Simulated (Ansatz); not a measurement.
B$_{2}$F$_{4}$H$_{4}$N$_{2}$ (`F[B-]1(F)[NH2+][B-](F)(F)[NH2+]1`). Charge 0, multiplicity 1. All single points use the PBE0-D4/def2-TZVP geometry.

```xyz
12

F     0.479   -1.725   -1.221
B     0.112   -1.103   -0.066
F    -0.111   -1.916    1.004
N    -1.107   -0.094   -0.302
B    -0.112    1.103    0.067
F     0.109    1.919   -1.000
F    -0.480    1.721    1.224
N     1.107    0.094    0.301
H    -1.456   -0.072   -1.253
H    -1.881   -0.211    0.341
H     1.879    0.212   -0.345
H     1.459    0.072    1.250
```

Question: What is the dipole moment at ωB97M-V/def2-TZVPP? (An estimate is asked.)

Answer: Computed: 0.01 D, zero by symmetry or nearly so.

Question: Give the Mulliken charges with ωB97M-V, PBE, r2SCAN in def2-TZVPP. (Estimate.)

Answer: Ansatz gave: 
```json
{"atom": "F1", "ωB97M-V": "-0.30", "PBE": "-0.27", "r2SCAN": "-0.32"}
{"atom": "B2", "ωB97M-V": "0.43", "PBE": "0.32", "r2SCAN": "0.44"}
{"atom": "F3", "ωB97M-V": "-0.30", "PBE": "-0.27", "r2SCAN": "-0.32"}
{"atom": "N4", "ωB97M-V": "-0.10", "PBE": "-0.11", "r2SCAN": "-0.12"}
{"atom": "B5", "ωB97M-V": "0.43", "PBE": "0.32", "r2SCAN": "0.44"}
{"atom": "F6", "ωB97M-V": "-0.30", "PBE": "-0.27", "r2SCAN": "-0.32"}
{"atom": "F7", "ωB97M-V": "-0.30", "PBE": "-0.27", "r2SCAN": "-0.32"}
{"atom": "N8", "ωB97M-V": "-0.10", "PBE": "-0.11", "r2SCAN": "-0.12"}
{"atom": "H9", "ωB97M-V": "0.14", "PBE": "0.17", "r2SCAN": "0.16"}
{"atom": "H10", "ωB97M-V": "0.14", "PBE": "0.17", "r2SCAN": "0.16"}
{"atom": "H11", "ωB97M-V": "0.14", "PBE": "0.17", "r2SCAN": "0.16"}
{"atom": "H12", "ωB97M-V": "0.14", "PBE": "0.17", "r2SCAN": "0.16"}
```
